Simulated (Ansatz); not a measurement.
Consider the germylene formation by 1,1-elimination: `C#[C][GeH2][Cl]` → `C#C` + `[Cl][GeH]`.

Gas-phase electronic energies from Ansatz, PBE0-D4/def2-TZVP geometries. CCSD(T)/CBS adds triple-zeta CCSD(T) − MP2 to the extrapolated MP2 energy (def2 sets, frozen cores). This one scheme is used for every species. DFT in def2-TZVPP. HSE06 is defined as in plane-wave codes. For Ge outer-core shells are correlated without core-valence functions, which leaves a few kJ/mol of doubt a bond. Scalar relativity is left out up to krypton.

```csv
level,ΔE (eV)
r2SCAN0-D4,1.49
B2PLYP,1.25
PBE,1.14
HSE06,1.32
CAM-B3LYP,1.20
CCSD/def2-SVP,1.34
SCS-MP2/def2-TZVPP,1.52
MP2/CBS(def2),1.51
```

Question: What does CCSD(T)/CBS give? (An estimate is asked.)

Answer: Computed: +1.34 eV. The listed levels differ from it by 0.15, -0.09, -0.20, -0.02, -0.14, 0.00, 0.18, 0.17 eV.

Question: What do rigid-rotor, harmonic-oscillator terms from PBE0-D4/def2-TZVP frequencies (298.15 K, 1 bar) make of the CCSD(T)/CBS value? (Estimate.)

Answer: Computed: ΔZPE = -0.06 eV, ΔH = +1.31 eV, ΔS = 140 J/(mol·K), ΔG = +0.88 eV.

Largest T1 diagnostic among the species: 0.013.

The D4 term adds +0.11 eV with B3LYP and +0.06 eV with PBE0; it sums over pairs of atoms, weighted by their polarisabilities, and B3LYP, whose exchange is more repulsive, gets the larger term. From PBE to PBE0 (25 % exact exchange), in def2-TZVPP and without D4, ΔE moves by +0.18 eV. Leaving LDA and LC-ωPBE aside and taking each functional with its dispersion term where it has one, the values, not all of them listed here, spread over 0.64 eV, from BLYP-D4 to PBE-QIDH. LDA lies +0.39 eV from PBE without D4.

B3LYP here is the variant with VWN-RPA as its local correlation; programs differ in this.
